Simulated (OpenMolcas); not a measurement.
## Zr²⁺: effect of correlating more closed shells

| Item | Value |
| --- | --- |
| Program | OpenMolcas 26.06 |
| Basis | ANO-RCC-VTZP [7s6p4d2f1g] |
| Scalar Hamiltonian | DKH2, point nucleus |
| Active space | 2 electrons in 5 orbitals (4d) |
| State averaging | 2S+1 = 3 even, 10 roots; 2S+1 = 1 even, 15 roots |
| Spin-orbit coupling | RASSI with atomic mean-field integrals over the reference wave functions, term energies averaged over their components |

Methods on the same reference wave functions:
A. CASSCF
B. SS-CASPT2, IPEA 0.25 Eh, imaginary shift 0.1 Eh (closed shells correlated: none)
C. SS-CASPT2, IPEA 0.25 Eh, imaginary shift 0.1 Eh (closed shells correlated: 4s 4p)
D. SS-CASPT2, IPEA 0.25 Eh, imaginary shift 0.1 Eh (closed shells correlated: 3d 4s 4p)

Energies in cm-1 above 4d2 3F2, the measured ground level; measured values from Moore, Atomic Energy Levels, vol. II, NSRDS-NBS 35 (1971 reprint of NBS Circular 467, 1952); NIST levels as listed in Rynkun, Gaigalas and Jonsson, Astron. Astrophys. 637, A10 (2020).

| Level | A | B | C | D | Measured |
| --- | --- | --- | --- | --- | --- |
| 4d2 3F2 | 0.0 | 0.0 | 0.0 | 0.0 | 0.0 |
| 4d2 3F3 | 666 | 693 | 697 | 697 | 681 |
| 4d2 3F4 | 1483 | 1508 | 1511 | 1511 | 1486 |
| 4d2 1D2 | 9186 | 5790 | 5470 | 5430 | 5742 |
| 4d2 3P0 | 10262 | 8940 | 8550 | 8510 | 8062 |
| 4d2 3P1 | 10514 | 9220 | 8820 | 8780 | 8326 |
| 4d2 3P2 | 11131 | 9720 | 9330 | 9290 | 8838 |
| 4d2 1G4 | 13870 | 12490 | 11670 | 11620 | 11049 |
| 4d2 1S0 | 33074 | 23070 | 24070 | 23970 | 23979 |

Deviations, from unrounded energies. A percentage is the sum of absolute deviations over the sum of measured energies, with the sign that they share, or ± where signs differ.

```csv
Against measurement,Levels,A,B,C,D
mean absolute deviation (cm-1),8,2800,640,310,290
fine structure of the ground term (%),2,-0.9,+1.5,+1.8,+1.9
other terms of the ground configuration (%),6,+33.4,±7.7,±3.7,±3.4
```

D lies closest to measurement on these levels and A furthest from it. The largest miss of D in the table is 4d2 1G4, by +570 cm-1. The ranking rests on the paired levels alone, and a cruder setting can come out closer through cancelling errors.

Among B to D the level of the table that moves most is 4d2 1S0, by 990 cm-1 (lowest in B, highest in C). Moves below CASPT2's spread within the term are not significant.

The mean deviations of B to D differ by less than CASPT2's widest spread within a term (490 cm-1), so their order carries little weight.

From A to B the spin-free energies of the other terms of 4d2 shown, above 3F, scale by factors of 0.58 to 0.89.

The lowest spin-free term lies below A's lowest term by 0.005 hartree in B, 0.256 hartree in C, 0.306 hartree in D.

What an inner shell adds also hangs on whether the basis holds functions to correlate it.

CASPT2 does not keep the components of a term degenerate, so their means are used; among the terms shown or strongly mixed into the levels shown the widest spread is 490 cm-1 (4d2 3F, D). Levels of configurations with an s electron are missing; early in the row they begin among the upper levels of the d shell and mix with terms of their name. Without dynamic correlation excited terms often stand tens of per cent too high (terms of higher spin than the ground term too low), and those without a measured partner can miss by more than the paired ones (holds for A). Some levels mix across a computed gap that differs much from the measured one, so their mixing is not that of the real levels (holds for A). Measured partners are found by configuration, term and J. A level has none where our copy of the source lacks it or the pairing is in doubt (some pairs that miss far off the trend of their configuration count as doubtful), and it then counts in no deviation. Only configurations of the active space appear.
